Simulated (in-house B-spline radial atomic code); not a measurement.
Orbital energies and mean radii along the 56-electron series, configuration [Kr] 4d10 4f10. The effective charge is n√(-2ε), a non-relativistic measure. Computed with a radial B-spline atomic code at the basis-set limit: Dirac-Hartree-Fock, average of the configuration, finite nuclei.

```json
{"ion": "Yb14+", "Z": "70", "energy of 4d3/2 (Eh)": "-18.39", "mean radius of 4d3/2 (bohr)": "0.53772", "energy of 4p1/2 (Eh)": "-25.994", "mean radius of 4p1/2 (bohr)": "0.49198", "effective charge of 4d3/2": "24.258"}
{"ion": "Lu15+", "Z": "71", "energy of 4d3/2 (Eh)": "?", "mean radius of 4d3/2 (bohr)": "?", "energy of 4p1/2 (Eh)": "?", "mean radius of 4p1/2 (bohr)": "?", "effective charge of 4d3/2": "?"}
{"ion": "Hf16+", "Z": "72", "energy of 4d3/2 (Eh)": "-21.844", "mean radius of 4d3/2 (bohr)": "0.51019", "energy of 4p1/2 (Eh)": "-30.137", "mean radius of 4p1/2 (bohr)": "0.46922", "effective charge of 4d3/2": "26.439"}
{"ion": "Ta17+", "Z": "73", "energy of 4d3/2 (Eh)": "-23.678", "mean radius of 4d3/2 (bohr)": "0.49738", "energy of 4p1/2 (Eh)": "-32.336", "mean radius of 4p1/2 (bohr)": "0.45845", "effective charge of 4d3/2": "27.526"}
{"ion": "W18+", "Z": "74", "energy of 4d3/2 (Eh)": "-25.583", "mean radius of 4d3/2 (bohr)": "0.48516", "energy of 4p1/2 (Eh)": "-34.619", "mean radius of 4p1/2 (bohr)": "0.44808", "effective charge of 4d3/2": "28.612"}
{"ion": "Re19+", "Z": "75", "energy of 4d3/2 (Eh)": "?", "mean radius of 4d3/2 (bohr)": "?", "energy of 4p1/2 (Eh)": "?", "mean radius of 4p1/2 (bohr)": "?", "effective charge of 4d3/2": "?"}
{"ion": "Os20+", "Z": "76", "energy of 4d3/2 (Eh)": "?", "mean radius of 4d3/2 (bohr)": "?", "energy of 4p1/2 (Eh)": "?", "mean radius of 4p1/2 (bohr)": "?", "effective charge of 4d3/2": "?"}
{"ion": "Ir21+", "Z": "77", "energy of 4d3/2 (Eh)": "-31.716", "mean radius of 4d3/2 (bohr)": "0.45172", "energy of 4p1/2 (Eh)": "-41.974", "mean radius of 4p1/2 (bohr)": "0.41911", "effective charge of 4d3/2": "31.858"}
{"ion": "Pt22+", "Z": "78", "energy of 4d3/2 (Eh)": "-33.899", "mean radius of 4d3/2 (bohr)": "0.44153", "energy of 4p1/2 (Eh)": "-44.596", "mean radius of 4p1/2 (bohr)": "0.41012", "effective charge of 4d3/2": "32.936"}
{"ion": "Au23+", "Z": "79", "energy of 4d3/2 (Eh)": "-36.15", "mean radius of 4d3/2 (bohr)": "0.43177", "energy of 4p1/2 (Eh)": "-47.303", "mean radius of 4p1/2 (bohr)": "0.40144", "effective charge of 4d3/2": "34.012"}
{"ion": "Hg24+", "Z": "80", "energy of 4d3/2 (Eh)": "-38.471", "mean radius of 4d3/2 (bohr)": "0.42242", "energy of 4p1/2 (Eh)": "-50.096", "mean radius of 4p1/2 (bohr)": "0.39305", "effective charge of 4d3/2": "35.086"}
{"ion": "Tl25+", "Z": "81", "energy of 4d3/2 (Eh)": "-40.859", "mean radius of 4d3/2 (bohr)": "0.41345", "energy of 4p1/2 (Eh)": "-52.977", "mean radius of 4p1/2 (bohr)": "0.38494", "effective charge of 4d3/2": "36.159"}
```

Fill in the row of Lu15+.

energy of 4d3/2 (Eh): -20.081; mean radius of 4d3/2 (bohr): 0.52362; energy of 4p1/2 (Eh): -28.023; mean radius of 4p1/2 (bohr): 0.48039; effective charge of 4d3/2: 25.349.

Fill in the row of Re19+.

energy of 4d3/2 (Eh): -27.558; mean radius of 4d3/2 (bohr): 0.4735; energy of 4p1/2 (Eh): -36.986; mean radius of 4p1/2 (bohr): 0.43807; effective charge of 4d3/2: 29.696.

Fill in the row of Os20+.

energy of 4d3/2 (Eh): -29.602; mean radius of 4d3/2 (bohr): 0.46237; energy of 4p1/2 (Eh): -39.438; mean radius of 4p1/2 (bohr): 0.42842; effective charge of 4d3/2: 30.778.

How does the screening of 4d3/2 change?

Z less the effective charge goes from 45.74 at Z = 70 to 44.84 at Z = 81.
